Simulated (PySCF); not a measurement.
Calculation: BP86-D3(BJ)/def2-TZVP // BP86-D3(BJ)/def2-SVP (PySCF). Gas-phase values, no solvent. 

Reference species: [Ti(Cl)3] (neutral, multiplicity 2).

| Property | Value |
|---|---|
| mean distance from the central atom to its bonded neighbours | 2.190 Å |
| highest occupied spin orbital | -5.64 eV |

Changed species: [Hf(Cl)3] (M = Hf, multiplicity 2; the reference has M = Ti, multiplicity 2).

**Question.** What does the change do to the mean distance from the central atom to its bonded neighbours and highest occupied spin orbital?

**Answer.** the mean distance from the central atom to its bonded neighbours rises by 0.153 Å, to 2.343 Å; the highest occupied spin orbital goes up by 0.45 eV, to -5.19 eV.
